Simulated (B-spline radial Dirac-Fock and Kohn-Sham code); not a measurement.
The free chromium atom: differential elastic cross section for positrons at 136 keV

These are calculated numbers from a radial atomic solver; the model is relativistic (Dirac) partial waves in the static field of the Dirac-Fock atom, without polarisation or absorption potentials.

| θ (°) | dσ/dΩ (a₀²/sr) | Sherman function |
| --- | --- | --- |
| 0 | 272 | 0.000 |
| 10 | 0.0252 | 0.000 |
| 20 | 0.00171 | 0.002 |
| 30 | 0.000351 | 0.004 |
| 40 | 0.000114 | 0.006 |
| 50 | 4.80e-05 | 0.009 |
| 60 | 2.39e-05 | 0.013 |
| 70 | 1.34e-05 | 0.016 |
| 80 | 8.24e-06 | 0.020 |
| 90 | 5.45e-06 | 0.022 |
| 100 | 3.83e-06 | 0.024 |
| 110 | 2.84e-06 | 0.025 |
| 120 | 2.21e-06 | 0.025 |
| 130 | 1.79e-06 | 0.024 |
| 140 | 1.52e-06 | 0.021 |
| 150 | 1.33e-06 | 0.017 |
| 160 | 1.22e-06 | 0.012 |
| 170 | 1.15e-06 | 0.006 |
| 180 | 1.13e-06 | 0.000 |

Task: What integrated cross sections go with this distribution?

Result: The total elastic cross section is 0.165 a₀², the first transport cross section 0.000286 a₀² and the second, weighted with (3/2) sin²θ, 0.000756 a₀². The mean deflection is ⟨1 − cos θ⟩ = 0.00173, and 0.0097 % of the collisions scatter beyond 90°.

Phase shifts modulo π (rad) for κ = −1 to −5: -1.153, -0.900, -0.770, -0.683, -0.618.
